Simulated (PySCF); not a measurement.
Kr²⁺: ionisation energy

Kr²⁺ [Ar] 3d10 4s2 4p4 (3P) → Kr³⁺ [Ar] 3d10 4s2 4p3 (4S), as a difference of total energies. All numbers are calculated (PySCF 2.14, scalar relativity through the core potential, in aug-cc-pwCVTZ-PP with ECP10MDF (8s7p6d4f1g, 96 functions)). Correlated levels: valence: 3s2 3p6 3d10 frozen; valence and next inner shell: nothing frozen outside the core potential. The calculations carry no spin-orbit coupling.

Question: Order these methods by the ionisation energy they give, lowest first.
A. PBE0
B. MN15
C. MP2 (valence)
D. PBE

Answer: B (35.052 eV), C (35.086 eV), D (35.445 eV), A (35.485 eV).

The reference lies between the lowest fine-structure levels, while these numbers refer to the centres of the terms.

Errors of the correlated levels include the incompleteness of this basis and the frozen core.

For comparison: 35.838 ± 0.02 eV (measured; NIST Atomic Spectra Database, ionization energies).
